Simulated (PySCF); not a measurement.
**Interval between two levels of Ga⁺ by level of theory**

Ga⁺ [Ar] 3d10 4s2 → Ga⁺ [Ar] 3d10 4s1 4p1 [3P2, M_J = 2], as a difference of total energies. Computed with PySCF 2.14 in x2c-SVPall-2c with one added diffuse shell each of s, p, d type (6s7p4d, 47 functions), with the two-component X2C-1e Hamiltonian. Correlated levels: [Ne] frozen; the 6 highest virtual spinors dropped. "Screened" scales the spin-orbit matrix elements by Boettger's factors to mimic the two-electron term; Breit and QED terms are absent.

Task: Order these methods by the interval between two levels they give, lowest first.
A. GHF (screened spin-orbit)
B. GMP2 (spin-free)
C. GHF (spin-free)
D. GMP2 (screened spin-orbit)

Result: C (37761 cm⁻¹), A (38224 cm⁻¹), B (43275 cm⁻¹), D (43754 cm⁻¹).

The spin-free rows relax to the high-spin LS determinant and lack the spin-orbit shift.

Errors of the correlated levels include the incompleteness of this basis and the frozen core.

The labels give the starting determinants; with spin-orbit coupling the two ends relaxed to ⟨J²⟩ = 0.00, ⟨L²⟩ = 0.00, ⟨S²⟩ = 0.00 and ⟨J²⟩ = 6.01, ⟨L²⟩ = 2.01, ⟨S²⟩ = 2.00.

For comparison: 48750 cm⁻¹ (measured; NIST Handbook of Basic Atomic Spectroscopic Data (Sansonetti and Martin, J. Phys. Chem. Ref. Data 34, 1559 (2005))).
